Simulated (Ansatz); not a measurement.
Level of theory: frozen-core CCSD(T)/cc-pVTZ // M06-2X/def2-TZVP (Ansatz, a program for electronic structure).

Ansatz 0.2 input:
```yaml
crystal:
  periodic: [false, false, false]
  atoms:
    - { symbol: B, position_ang: [-0.642385, 0.926709, -0.024183] }
    - { symbol: B, position_ang: [0.30743, -0.441593, 0.313547] }
    - { symbol: O, position_ang: [-0.184111, -1.559282, 0.92853] }
    - { symbol: O, position_ang: [1.634338, -0.527312, -0.004273] }
    - { symbol: H, position_ang: [-1.234259, 1.045798, -1.052251] }
    - { symbol: H, position_ang: [-0.755755, 1.823612, 0.753105] }
    - { symbol: H, position_ang: [-1.112787, -1.522323, 1.161312] }
    - { symbol: H, position_ang: [2.001304, 0.244549, -0.437335] }
basis:
  gaussian: { orbitals: cc-pVTZ }
correlation:
  method: ccsd_t
```

Output:

```
Functional definition: HF
1036 factors; integrals over basis functions are off by at most 8.6e-4 eV
mean field evaluation 1: about -5481.1584 eV, gradient 4.5e1 eV
mean field evaluation 2: about -5481.1599 eV, gradient 4.5e1 eV
mean field evaluation 4: about -5485.0325 eV, gradient 3.2e0 eV
mean field evaluation 8: about -5485.0737 eV, gradient 1.1e-4 eV
mean field evaluation 16: about -5485.0718 eV, gradient 1.4e-1 eV
mean field -5485.07373401 eV, -201.5727418085 hartree, gradient 1.9e-6 eV, S^2 0.000000; 0 other end points of the search recorded, 0 dependent functions left out
4 core orbitals not correlated
reference -5485.07373401 eV, -201.5727418085 hartree; 11, 11 occupied and 161, 161 virtual orbitals, 1036 factors
second order -18.42014259 eV of doubles, -0.00000000 eV of singles
cycle   1  -18.58463557 eV  change   -1.6e-1 eV  update   9.2e-2
cycle   2  -19.01151933 eV  change   -4.3e-1 eV  update   2.7e-2
cycle   3  -19.12013474 eV  change   -1.1e-1 eV  update   1.5e-2
cycle   4  -19.10662144 eV  change    1.4e-2 eV  update   3.8e-3
cycle   5  -19.10426088 eV  change    2.4e-3 eV  update   1.9e-3
cycle   6  -19.10526620 eV  change   -1.0e-3 eV  update   6.3e-4
cycle   7  -19.10501997 eV  change    2.5e-4 eV  update   2.0e-4
cycle   8  -19.10491993 eV  change    1.0e-4 eV  update   6.1e-5
cycle   9  -19.10493484 eV  change   -1.5e-5 eV  update   2.0e-5
perturbative correction -0.67750580 eV, -0.0248978788 hartree
Total energy: -5504.85617465 eV, -202.2997330928 hartree
```

Cost: very roughly 90 core-seconds.
